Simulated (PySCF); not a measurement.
# Ta (tantalum, neutral): UHF calculation

Configuration: [Xe] 4f14 5d3 6s1 6p1, one real determinant (an excited configuration). All numbers are calculated (PySCF 2.14, a scalar-relativistic core potential, in def2-TZVPPD with the def2 core potential (60 electrons) (6s5p3d2f1g, 59 functions)).

```json
{
 "Total energy": "-56.248613 hartree",
 "One-electron energy": "-93.9391 hartree",
 "Hartree (Coulomb) energy": "43.8352 hartree",
 "Exchange energy": "-6.1448 hartree",
 "⟨S²⟩": "8.7549",
 "⟨L²⟩": "14.013",
 "Sum of ⟨r⟩": "24.61 bohr",
 "Sum of ⟨r²⟩": "67.00 bohr²",
 "Traceless quadrupole moment −½Σ⟨3z² − r²⟩ along its main axis": "-10.3 e·bohr²"
}
```

```json
{"shell": "5s α", "electrons": "1", "mean orbital energy (hartree)": "-3.23634", "spread (hartree)": "0", "rms radius, mean of both spins (bohr)": "1.20"}
{"shell": "5s β", "electrons": "1", "mean orbital energy (hartree)": "-3.12201", "spread (hartree)": "0", "rms radius, mean of both spins (bohr)": "1.20"}
{"shell": "5p α", "electrons": "3", "mean orbital energy (hartree)": "-1.84006", "spread (hartree)": "0.00276", "rms radius, mean of both spins (bohr)": "1.41"}
{"shell": "5p β", "electrons": "3", "mean orbital energy (hartree)": "-1.67376", "spread (hartree)": "0.01247", "rms radius, mean of both spins (bohr)": "1.41"}
{"shell": "5d α", "electrons": "3", "mean orbital energy (hartree)": "-0.37553", "spread (hartree)": "0.00644", "rms radius, mean of both spins (bohr)": "2.33"}
{"shell": "6s α", "electrons": "1", "mean orbital energy (hartree)": "-0.35665", "spread (hartree)": "0", "rms radius, mean of both spins (bohr)": "3.60"}
{"shell": "6p α", "electrons": "1", "mean orbital energy (hartree)": "-0.17505", "spread (hartree)": "0", "rms radius, mean of both spins (bohr)": "4.79"}
```

⟨L²⟩ = 14.01 against 20 for a pure G term, so this real determinant mixes terms. Energies and moments cover only the electrons outside the core potential. Spin-orbit coupling, absent here, splits the open shell strongly.
